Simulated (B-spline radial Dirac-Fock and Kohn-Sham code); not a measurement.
Z = 71 (lutetium), transition energy 203 keV. The computed values come from a radial B-spline solver: a Dirac-Hartree-Slater potential of the neutral atom with a Latter tail (no hole, which puts coefficients of high multipoles low close above an edge), finite nucleus with surface currents. Subshells that would emit electrons below 1 keV are left out.

Q: A pure transition shows α(K) = 0.417, L1/L2 = 11.4 and L1/L3 = 90.1. What is its multipolarity?
A. M4
B. E4
C. E1
D. M3
E. M1
F. E3
G. M2
H. E2

A: E. For comparison, α(K), L1/L2, L1/L3 are E1 0.0461, 5.91, 5.77; E2 0.159, 0.475, 0.661; E3 0.498, 0.117, 0.198; E4 1.57, 0.0650, 0.122; M2 2.02, 7.62, 9.47; M3 7.56, 5.25, 2.15; M4 27.6, 3.94, 0.938.
